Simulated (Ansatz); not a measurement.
Species: methylaminoboronic acid, CH6BNO2 (charge 0, singlet). SMILES: CNB(O)O
Structure (B3LYP-D3(BJ)/def2-TZVP (Ansatz, a program for electronic structure) minimum search):
```xyz
11

C      1.8389     0.7209     0.1206
N      0.7835    -0.2076     0.4795
B     -0.5420    -0.2111    -0.0376
O     -1.4826    -1.1421     0.3431
O     -0.9883     0.7192    -0.9466
H      2.5563     0.8204     0.9364
H      2.3904     0.4209    -0.7780
H      1.4271     1.7180    -0.0527
H      1.0872    -0.9676     1.0641
H     -1.1868    -1.7562     1.0181
H     -0.3154     1.3310    -1.2519
```

Wanted: vertical triplet-singlet gap (E(triplet) - E(singlet); each state is the SCF solution reached for its spin), in eV. Correlated levels leave the core frozen unless marked. UHF or UKS for open shells. No spin-orbit coupling. No relativistic terms. CBS marks a two-point X^-3 extrapolation of the correlation energy; Hartree-Fock from the larger set. The bracket is a focal-point correction in the basis named.

```csv
level,program,vertical triplet-singlet gap (eV)
SVWN5/def2-TZVPD,Ansatz,5.30
PBE/def2-TZVPD,Ansatz,[?]
B3LYP/def2-TZVPD,Ansatz,[?]
BHLYP/def2-TZVPD,Ansatz,[?]
CAM-B3LYP/def2-TZVPD,Ansatz,[?]
wB97M-V/def2-TZVPD,Ansatz,5.91
SCS-MP2/aug-cc-pVTZ,Ansatz,6.13
CCSD/aug-cc-pVDZ,Ansatz,5.67
CCSD/aug-cc-pVTZ,Ansatz,5.79
"RI-MP2/CBS(aug-cc-pVTZ,aug-cc-pVQZ)+[CCSD(T)-MP2]/aug-cc-pVTZ",Ansatz,5.87
```

Task: Fill in the missing entries.

Result: 
- PBE/def2-TZVPD, vertical triplet-singlet gap (eV): 5.22
- B3LYP/def2-TZVPD, vertical triplet-singlet gap (eV): 5.51
- BHLYP/def2-TZVPD, vertical triplet-singlet gap (eV): 5.71
- CAM-B3LYP/def2-TZVPD, vertical triplet-singlet gap (eV): 5.76
